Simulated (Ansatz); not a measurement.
C3H7GaSi. The species carries charge 0 and has multiplicity 1. The bonds changed during the relaxation, so this is another structure than the one it started from. The structure was optimised at the PBE0-D4/def2-TZVP level.

```xyz
12

C    -1.062   -1.228    0.724
C    -0.221   -0.274    0.346
C     1.131    0.221    0.745
Si    0.071    1.464   -0.172
Ga   -0.916   -0.633   -2.223
H    -0.745   -2.041    1.374
H    -2.096   -1.237    0.392
H     1.356    0.283    1.808
H     1.955   -0.150    0.139
H    -0.651    2.520    0.566
H     0.405    1.793   -1.575
H     0.770   -0.717   -2.124
```

(1) What is the dipole moment at ωB97M-V/def2-TZVPP? (Estimate.)

(2) And with PBE, r2SCAN, B3LYP? (An estimate is asked.)

(3) Give the Mulliken charges with ωB97M-V, PBE, r2SCAN in def2-TZVPP. (An estimate is asked.)

Answers

(1) The calculation gave: 2.01 D, with components (0.29, 0.68, 1.87) D in this frame, pointing from negative to positive charge.

(2) Computed: PBE 2.00 D, r2SCAN 2.19 D, B3LYP 1.99 D.

(3) Computed: 
| atom | ωB97M-V | PBE | r2SCAN |
| --- | --- | --- | --- |
| C1 | -0.24 | -0.21 | -0.20 |
| C2 | -0.15 | -0.09 | -0.12 |
| C3 | -0.27 | -0.16 | -0.19 |
| Si4 | 0.21 | 0.17 | 0.30 |
| Ga5 | 0.05 | 0.04 | 0.08 |
| H6 | 0.11 | 0.10 | 0.09 |
| H7 | 0.15 | 0.13 | 0.13 |
| H8 | 0.12 | 0.09 | 0.08 |
| H9 | 0.14 | 0.11 | 0.11 |
| H10 | -0.01 | -0.05 | -0.06 |
| H11 | 0.03 | 0.00 | -0.02 |
| H12 | -0.15 | -0.14 | -0.19 |

B3LYP here is the variant with VWN-RPA as its local correlation; programs differ in this.
